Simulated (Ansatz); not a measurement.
`[NH2][W](=[O])(=[S])[Cl]` + CH₃OH → `C[O][W]([NH2])(=[O])=[S]` + HCl  (ligand exchange at a W–Cl bond)

Computed with Ansatz on PBE0-D4/def2-TZVP structures; ΔE is electronic, products minus reactants. CCSD(T)/CBS adds triple-zeta CCSD(T) − MP2 to the extrapolated MP2 energy (def2 sets, frozen cores). This one scheme is used for every species. Functionals use def2-TZVPP. def2 core potentials past Kr. For W outer-core shells are correlated without core-valence functions, which leaves a few kJ/mol of doubt a bond. Each species was taken in one conformer, which may not be the lowest.

| level | ΔE (kJ/mol) |
| --- | --- |
| PBE0-D4 | 22.7 |
| r2SCAN0-D4 | 21.4 |
| PBE-QIDH | 26.6 |
| CAM-B3LYP | 13.0 |
| HF/def2-SVP | 14.1 |
| HF/def2-TZVPP | 16.4 |
| HF/CBS(def2) | 16.7 |
| MP2/CBS(def2) | 35.2 |

Q: What does CCSD(T)/CBS give? (Estimate.)

A: Ansatz gave: +21.5 kJ/mol. The listed levels differ from it by 1.2, -0.1, 5.1, -8.5, -7.4, -5.1, -4.8, 13.7 kJ/mol.

Largest T1 diagnostic among the species: 0.022, so the coupled-cluster value is less sure than usual.

At CCSD(T), def2-SVP lies −10.6 kJ/mol from the extrapolated value and def2-TZVPP −4.2 kJ/mol. Leaving LDA and LC-ωPBE aside and taking each functional with its dispersion term where it has one, the values, not all of them listed here, spread over 15.6 kJ/mol, from CAM-B3LYP-D4 to PBE-QIDH. LDA lies −7.6 kJ/mol from PBE without D4.
